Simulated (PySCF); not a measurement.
How the method moves the HOMO and LUMO of `CC[B@H-]([NH3+])Cl`

Species: C2H9BClN.
Cartesian coordinates in Å at the PBE0-D3(BJ)/def2-SVP level; atoms count from 1:
```xyz
14
C2H9BClN angstrom
C     -1.5355    0.5772    0.5193
C     -0.8565   -0.2496   -0.5695
B      0.5556   -0.8781   -0.1483
N      1.6007    0.3456    0.1303
Cl     1.3919   -1.8096   -1.5350
H     -2.5160    0.9715    0.2073
H     -1.6967   -0.0195    1.4318
H     -0.9372    1.4591    0.8177
H     -1.5134   -1.0900   -0.8513
H     -0.7523    0.3505   -1.4944
H      0.5524   -1.5291    0.8869
H      1.2819    0.9383    0.8992
H      2.5225   -0.0297    0.3588
H      1.6968    0.9204   -0.7101
```

Basis pcSseg-1 throughout (PySCF), one geometry. The structure is a single PBE0-D3(BJ)/def2-SVP conformer in the gas phase; no vibrational or solvent corrections.

Q: How do the orbital energies, the gap and the dipole change with the method?

A: 
```csv
method,kind,HOMO (eV),LUMO (eV),gap (eV),μ (D),SCF cycles
BLYP,GGA,-5.69,-0.83,4.86,5.61,13
OPBE,GGA,-5.80,-0.56,5.24,5.72,13
PBE,GGA,-5.83,-0.80,5.02,5.65,14
B97-D,GGA,-5.83,-0.69,5.15,5.68,12
LDA,LDA,-5.93,-0.94,4.99,5.68,13
BP86,GGA,-5.94,-0.71,5.23,5.69,13
KT3,GGA,-5.96,-0.98,4.98,5.58,13
KT2,GGA,-5.96,-0.88,5.07,5.57,13
B97-2,global hybrid,-6.93,0.08,7.01,5.81,12
B3LYP,global hybrid,-6.94,-0.29,6.64,5.76,12
PBE0,global hybrid,-7.18,0.08,7.26,5.82,12
mPW1PW91,global hybrid,-7.21,0.06,7.27,5.83,12
BHandHLYP,global hybrid,-8.43,0.75,9.18,5.90,12
CAM-B3LYP,range-separated hybrid,-8.55,0.90,9.45,5.85,12
wB97X-D,range-separated hybrid,-9.09,1.91,11.00,5.91,12
LC-wPBE,range-separated hybrid,-9.94,2.31,12.24,5.97,12
HF,Hartree–Fock,-10.41,3.00,13.41,6.08,10
```

The HOMO spans 4.72 eV, from BLYP down to HF, and the gap runs from 4.86 eV (BLYP) to 13.41 eV (HF). Over the methods BLYP (0 %), OPBE (0 %), PBE (0 %), B97-D (0 %), LDA (0 %), BP86 (0 %), KT3 (0 %), KT2 (0 %), B97-2 (21 %), B3LYP (20 %), PBE0 (25 %), mPW1PW91 (25 %), BHandHLYP (50 %), HF (100 %), a straight line through the gap against the share of exact exchange rises by 0.83 eV for each 10 % (correlation coefficient 0.999). The dipole ranges from 5.57 D (KT2) to 6.08 D (HF). This basis has no diffuse functions.
